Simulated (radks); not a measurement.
The numbers below are computed, except where a source is named.
Task: Successive ionisation energies (eV) of one element, from differences of total energies of ions in their ground configurations, starting at charge 0: 13.875, 25.447, 38.308, 52.243, 67.071, 97.635, 114.30, 350.15, 405.74, 464.03, 524.89, 588.12, 653.42, 751.56, 806.88, 3681.9, 3920.7. Code: a radial shooting solver on a logarithmic mesh with Libxc functionals. Model: Dirac Kohn-Sham, PBE, spin-unpolarised, spherical densities, point nucleus; open shells are shared between the two j in proportion to 2j + 1. Which element is it?

Result: Chlorine (Z = 17). The first species listed is Cl in [Ne] 3s2 3p5, the last Cl16+ in 1s1.
